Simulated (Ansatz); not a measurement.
Computed with Ansatz on PBE0-D4/def2-TZVP structures; ΔE is electronic, products minus reactants. CCSD(T)/CBS is the MP2 limit (def2-TZVPP, def2-QZVPP) plus CCSD(T) − MP2 in def2-TZVPP, frozen cores. Functionals use def2-TZVPP. B3LYP here is the variant with VWN-RPA as its local correlation; programs differ in this. def2 core potentials past Kr. For Br, Sn outer-core shells are correlated without core-valence functions, which leaves a few kJ/mol of doubt a bond. Scalar relativity is left out up to krypton. One conformer a species, not always the lowest.

Consider the redistribution: `OB(Cl)C[SiH3]` + `[Br][SnH3]` → `OBC[SiH3]` + `[Cl][SnH2][Br]`.

`OB(Cl)C[SiH3]`:

```xyz
11

O     2.077   -0.620   -0.478
B     0.787   -0.957   -0.270
Cl    0.063   -2.229   -1.289
C    -0.065   -0.226    0.796
Si   -1.081    1.173    0.048
H     2.494   -1.116   -1.188
H    -0.777   -0.906    1.272
H     0.577    0.216    1.563
H    -0.190    2.159   -0.617
H    -2.038    0.640   -0.955
H    -1.846    1.867    1.118
```

`[Br][SnH3]`:

```xyz
5

Br    0.209   -0.409    2.228
Sn   -0.019    0.038   -0.204
H    -0.886   -1.273   -0.854
H     1.561    0.139   -0.824
H    -0.865    1.506   -0.345
```

`OBC[SiH3]`:

```xyz
11

O     0.334    0.734    2.053
B    -0.168    0.984    0.817
C    -0.805   -0.182    0.014
Si    0.434   -0.923   -1.190
H     0.736    1.505    2.459
H    -0.076    2.094    0.357
H    -1.643    0.166   -0.597
H    -1.146   -0.993    0.666
H    -0.204   -1.997   -1.998
H     0.946    0.117   -2.122
H     1.592   -1.505   -0.460
```

`[Cl][SnH2][Br]`:

```xyz
5

Cl   -1.930    1.046    0.258
Sn    0.162    0.053    0.139
Br    0.092   -1.553   -1.729
H     0.395   -0.815    1.578
H     1.281    1.268   -0.246
```

Task: Is it downhill or uphill in electronic energy at CCSD(T)/CBS, and by how much? (An estimate is asked.)

Result: The calculation gave: Uphill: ΔE = +4.3 kJ/mol.

Task: What do these levels give: BLYP-D4, PBE0-D4, B3LYP-D4, r2SCANh-D4, ωB97X-V, PBE-QIDH, B3LYP, CAM-B3LYP, LC-ωPBE, MP2/def2-SVP, CCSD(T)/def2-SVP, HF/def2-QZVPP? (Estimate.)

Result: Computed: BLYP-D4 5.5, PBE0-D4 11.6, B3LYP-D4 6.1, r2SCANh-D4 11.4, ωB97X-V 9.3, PBE-QIDH 12.0, B3LYP 3.6, CAM-B3LYP 7.9, LC-ωPBE 12.3, MP2/def2-SVP 23.5, CCSD(T)/def2-SVP 23.4, HF/def2-QZVPP -2.7 kJ/mol.

Largest T1 diagnostic among the species: 0.012.

At CCSD(T), def2-SVP lies +19.2 kJ/mol from the extrapolated value and def2-TZVPP +9.2 kJ/mol. Leaving LDA and LC-ωPBE aside and taking each functional with its dispersion term where it has one, the values, not all of them listed here, spread over 10.1 kJ/mol, from BHLYP-D4 to B97M-V. LDA lies +14.2 kJ/mol from PBE without D4.
